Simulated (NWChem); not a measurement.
# ZnF cation; SMILES [F][Zn+]

```xyz
2

Zn     0.0000     0.0000    -0.3923
F      0.0000     0.0000     1.3267
```
Atoms are numbered in this order, from 1.

Results from NWChem. The geometry was optimised at PBE0/def2-SVP. GIAO values for the isolated, static molecule; σ is the absolute isotropic shielding, δ = σ(reference) − σ with the isolated reference molecule computed at the same levels (19F: trichlorofluoromethane).

### Question
Predict the results for PBE0/pcSseg-1. Quantities: σ Zn1 (ppm); δ F2 (ppm).

### Answer
```json
{
 "σ Zn1 (ppm)": "2263.8",
 "δ F2 (ppm)": "-88.8"
}
```
